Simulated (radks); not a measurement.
Results of a calculation; reference values are marked as such.
Species: Li-. Configuration: [He] 2s2. Level of theory: scalar-relativistic Kohn-Sham, LDA (Slater exchange, Perdew-Wang correlation), spin-polarised, spherical densities, finite nucleus; Fermi nuclear charge, rms radius 2.444 fm; hard spherical wall at 3.5 bohr (a radial shooting solver on a logarithmic mesh with Libxc functionals).

Unscreened Slater integrals over Kohn-Sham orbitals (cm^-1). They are taken over the spin-up orbitals. Empty in this configuration: 2p.

F0(2s,2s): 98788
F0(2s,1s): 133490
G0(2s,1s): 19338
F0(2s,2p): 99339
G1(2s,2p): 61446
F0(1s,1s): 341390
F0(1s,2p): 126780
G1(1s,2p): 21084
F0(2p,2p): 102000
F2(2p,2p): 56612
